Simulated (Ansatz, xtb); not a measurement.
## C7H9Cl: which of two isomers lies lower

Structure X is `CC1=CCC=C[C@@H]1Cl`, a singlet and structure Y is `ClC1=C[C@@H]2C[C@@H]2CC1`, a singlet. Both are isolated molecules in the gas phase, relaxed with PBE0-D3(BJ)/def2-SVP; the shapes shown needn't be the lowest conformers.

X (Å):

```yaml
atoms:
  - { symbol: C, position_ang: [-1.5293, 0.1512, -0.8415] }
  - { symbol: C, position_ang: [-0.2421, 0.3514, -0.1066] }
  - { symbol: C, position_ang: [0.5651, -0.6624, 0.2376] }
  - { symbol: C, position_ang: [1.8641, -0.5062, 0.9535] }
  - { symbol: C, position_ang: [2.2418, 0.9144, 1.1986] }
  - { symbol: C, position_ang: [1.4577, 1.9413, 0.8621] }
  - { symbol: C, position_ang: [0.1209, 1.7650, 0.2331] }
  - { symbol: Cl, position_ang: [-1.1419, 2.4583, 1.3846] }
  - { symbol: H, position_ang: [-1.7077, -0.9108, -1.0589] }
  - { symbol: H, position_ang: [-1.5272, 0.7046, -1.7960] }
  - { symbol: H, position_ang: [-2.3738, 0.5385, -0.2504] }
  - { symbol: H, position_ang: [0.2682, -1.6819, -0.0314] }
  - { symbol: H, position_ang: [2.6670, -1.0137, 0.3851] }
  - { symbol: H, position_ang: [1.8311, -1.0531, 1.9164] }
  - { symbol: H, position_ang: [3.2092, 1.1074, 1.6726] }
  - { symbol: H, position_ang: [1.7687, 2.9701, 1.0624] }
  - { symbol: H, position_ang: [0.0107, 2.4128, -0.6508] }
```

Y (Å):

```xyz
17

C    -1.0593    0.2214    0.8057
C    -0.1222   -0.6722    1.1449
C     1.2887   -0.5025    0.7301
C     2.0085    0.7842    1.0800
C     1.5809    0.5297   -0.3291
C     0.4028    1.2257   -0.9677
C    -0.7800    1.4392   -0.0208
Cl   -2.6977    0.0498    1.3640
H    -0.3913   -1.5335    1.7603
H     1.8894   -1.4161    0.7309
H     3.0750    0.7288    1.3126
H     1.4531    1.5089    1.6819
H     2.3817    0.2717   -1.0294
H     0.7110    2.1950   -1.3913
H     0.0660    0.6053   -1.8153
H    -1.6802    1.7052   -0.5949
H    -0.5926    2.2957    0.6512
```

Task: Estimate which is lower in electronic energy at CCSD(T)/def2-SVP + ΔMP2/def2-TZVPP, and by roughly how much.

Result: The CCSD(T)/def2-SVP + ΔMP2/def2-TZVPP calculation puts structure X lower, by 42.8 kJ/mol.

The same difference at several levels:

```tsv
level	geometry	E(Y) − E(X) (kJ/mol)	departure from the last row (kJ/mol)	job, with rough time for the two
GFN2-xTB	GFN2-xTB	−18.3	−61.1	optimisation, 0.21 s
HF/STO-3G	GFN2-xTB	−6.9	−49.7	single point, 0.52 s
r2SCAN-D4/def2-SVP	GFN2-xTB	+25.1	−17.6	single point, 5.6 s
PBE0-D3(BJ)/def2-SVP	PBE0-D3(BJ)/def2-SVP	+19.6	−23.2	optimisation, 57 s
HF/def2-SVP	PBE0-D3(BJ)/def2-SVP	+49.6	+6.8	part of the CCSD(T) run
MP2/def2-SVP	PBE0-D3(BJ)/def2-SVP	+18.2	−24.6	part of the CCSD(T) run
CCSD(T)/def2-SVP	PBE0-D3(BJ)/def2-SVP	+31.5	−11.2	single point
CCSD(T)/def2-SVP + ΔMP2/def2-TZVPP	PBE0-D3(BJ)/def2-SVP	+42.8		single point, 2.6 min
```

As drawn, Y has 2 C–C in place of 1 C=C. Structure X has a 6-membered ring, Y a 3-membered ring and a 6-membered ring.

GFN2-xTB, HF/STO-3G put the two in the other order. The largest departure from CCSD(T)/def2-SVP + ΔMP2/def2-TZVPP is that of GFN2-xTB, 61.1 kJ/mol. The last row adds to CCSD(T) the change of the MP2 difference between the two basis sets, here +11.2 kJ/mol.

With thermal terms from frequencies at re-optimised GFN2-xTB minima (ideal gas, soft modes damped towards free rotors, one conformer each, 298.15 K, 1 atm): the zero-point term adds +7.0 kJ/mol; ΔH is +46.9 and ΔG +53.6 kJ/mol.

The correlated steps freeze 12 core orbitals. Programs: Ansatz 0.2.0, xtb 6.7.1; the last row on 4 threads of Arm Neoverse V1 on a shared host.
